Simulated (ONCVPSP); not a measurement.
Before and after: ONCV potential for terbium (Tb)

- Element: Tb (Z = 65)
- Generator: ONCVPSP 4.0.1
- Type: optimised norm-conserving Vanderbilt (ONCV)
- Functional: PBE
- Relativity: fully relativistic
- Frozen core: [Kr] 4d10 4f8
- Valence charge: 11
- Reference configuration: 5s2 5p6 5d1 6s1.75 (charge +0.25)
- Partial waves: 5s+6s: rc 2.50 bohr, ncon 4, nbas 8, qcut 4.4 1/bohr, 3 projectors, debl 2.1 Ha; 5p: rc 1.55 bohr, ncon 5, nbas 9, qcut 5.3 1/bohr, 2 projectors, debl 1.9 Ha; 5d: rc 3.70 bohr, ncon 4, nbas 8, qcut 4.5 1/bohr, 1 projector; f scattering state at 0.03 Ha: rc 2.90 bohr, ncon 3, nbas 6, qcut 4.1 1/bohr, 2 projectors, debl 2.8 Ha
- Local potential: polynomial inside 1.05 bohr (lpopt 5, dvloc0 0 Ha)
- Core correction: Teter function, fcfact 4.25, rcfact 1.35

Open shells are filled in proportion to 2j + 1.

Change: core correction Teter function, fcfact 4.25, rcfact 1.74.

Cutoffs: the cutoffs (Ha) at which the residual kinetic energy of the hardest occupied pseudo-wave falls to 1 and 0.1 mHa per electron; they do not see the model core or the augmentation charge, which bear on the density cutoff. Errors are all-electron minus pseudo energies relative to the spin-unpolarised reference configuration.

**Question.** How do hardness, ghosts and transferability respond?

**Answer.** The potential gets neither clearly harder nor softer (81 Ha and 105 Ha → 81 Ha and 105 Ha); both files keep a bound ghost (s); of the 3 tests that both files solve, the error grows in 2 and shrinks in 0 by more than 15 % and 0.3 meV (median size 0.8 → 4.3 meV). A model core, the more so a compact one, raises the density cutoff, which this test does not measure.

| quantity | base | changed |
| --- | --- | --- |
| cutoff, loose | 81 Ha | 81 Ha |
| cutoff, tight | 105 Ha | 105 Ha |
| bound ghosts | s | s |
| GHOST(+) flags under 300 eV | d5/2 at 110.8 eV, d3/2 at 118.1 eV, p3/2 at 131.4 eV, p1/2 at 181.6 eV | d5/2 at 110.8 eV, d3/2 at 118.1 eV, p3/2 at 131.4 eV, p1/2 at 181.6 eV |
| tests counted as reliable (solved cleanly; for ONCVPSP, near-neutral configurations with less than one 5d electron left out) | 3 of 4 | 3 of 4 |
| error for 5s2 5p6 5d1 6s2, meV [ΔE -1.20 eV] | 0.0 | -0.3 |
| error for 5s2 5p6 5d1 6s1, meV [ΔE 5.54 eV] | +0.8 | -4.3 |
| error for 5s2 5p6 5d1 6s0, meV [ΔE 17.81 eV] | +4.7 | -51 |
| s: phases at 2.54 bohr within 0.05 rad from the reference energy up to (Ha; the scan ends near 5) | to the end of the scan | to the end of the scan |
| p3/2: phases at 1.57 bohr within 0.05 rad from the reference energy up to (Ha; the scan ends near 5) | 4.1 | 4.1 |
| p1/2: phases at 1.57 bohr within 0.05 rad from the reference energy up to (Ha; the scan ends near 5) | 4.5 | 4.5 |
| d5/2: phases at 3.76 bohr within 0.05 rad from the reference energy up to (Ha; the scan ends near 5) | 0.3 | 0.3 |
| d3/2: phases at 3.76 bohr within 0.05 rad from the reference energy up to (Ha; the scan ends near 5) | 0.3 | 0.3 |
| f7/2: phases at 2.95 bohr within 0.05 rad from the reference energy up to (Ha; the scan ends near 5) | 0.3 | 0.3 |
| f5/2: phases at 2.95 bohr within 0.05 rad from the reference energy up to (Ha; the scan ends near 5) | 0.3 | 0.3 |
| rms error of d²Exc/dni dnj with the model core, mHa | 3.28 | 1.48 |

Base: Tests not counted: 5s2 5p6 5d0 6s2 6p1 (all-electron energy unsafe for a near-neutral lanthanide with less than one 5d electron, printed error +25 meV). Changed file: Tests not counted: 5s2 5p6 5d0 6s2 6p1 (all-electron energy unsafe for a near-neutral lanthanide with less than one 5d electron, printed error -2.4 meV). A true bound ghost makes a file unfit for plane-wave use even where its test errors are small: the radial tests pick states by their node count and pass the ghost by.
